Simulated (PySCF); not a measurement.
**Shifts of the heteroatoms**

Mapped SMILES: `[CH2:1]=[C:2]=[C:3]([C:4]#[C:5][CH3:6])[SiH2:7][C:8](=[O:9])[OH:10]`. Hydrogens are named by the atom that carries them.

A single conformation, rapidly exchanging positions averaged, gas phase, relativity neglected. GFN2-xTB geometry; NMR shieldings at PBE0/pcSseg-1/GIAO; PySCF.

**Question.** What are the ²⁹Si shifts?

**Answer.** 
| atoms | environment | σ (ppm) | δ (ppm) |
| --- | --- | --- | --- |
| Si7 | silicon bonded to 2 C, 2 H | 400.9 | -49.6 |

Shieldings were converted by a linear fit to measured shifts: ²⁹Si: δ = 279.94 − 0.822σ (rms 8.9 ppm, 72 shifts, 25.8 ppm with the 6 outliers that the fit left out vs TMS, solution or neat liquid). Occasional misses reach two or three times the rms, and more in compound classes unlike the fitted ones.

On a 500 MHz spectrometer ²⁹Si resonates near 99.3 MHz, so 1 ppm is 99.3 Hz.

**Question.** Where does ¹⁷O resonate?

**Answer.** 
```csv
atoms,environment,σ (ppm),δ (ppm)
O9,carbonyl oxygen,-180.8,431.4
O10,acid hydroxyl oxygen,92.3,182.7
```

Shieldings were converted by a linear fit to measured shifts: ¹⁷O: δ = 266.70 − 0.911σ (rms 10.7 ppm, 155 shifts, 12.2 ppm with the 3 outliers that the fit left out vs liquid water, solution or neat liquid). A few per cent of atoms miss by over 2 rms, more outside the fitted compound classes.

On a 600 MHz spectrometer ¹⁷O resonates near 81.3 MHz, so 1 ppm is 81.3 Hz.

In solution the two oxygens of a carboxylic acid exchange roles by proton transfer and give one 17O line. Hydrogen bonding in solution shields acid and N–H amide carbonyl oxygens by tens of ppm.
